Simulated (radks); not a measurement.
Pb3+, 79 electrons, occupied as [Xe] 4f14 5d9 6s1 7s1 (not the ground configuration). Method: scalar-relativistic Kohn-Sham, PBE, spin-unpolarised, spherical densities, point nucleus; computed with a radial shooting solver on a logarithmic mesh with Libxc functionals.

X-ray form factor f0, the Fourier transform of the density (f0(0) = 79):

| sin(theta)/lambda (1/angstrom) | f0 (electrons) |
|---|---|
| 0.05 | 78.034 |
| 0.1 | 75.646 |
| 0.15 | 72.616 |
| 0.2 | 69.238 |
| 0.25 | 65.596 |
| 0.3 | 61.867 |
| 0.4 | 54.872 |
| 0.5 | 48.950 |
| 0.6 | 44.028 |
| 0.8 | 36.270 |
| 1 | 30.201 |
| 1.25 | 24.254 |
| 1.5 | 19.987 |
| 2 | 15.244 |
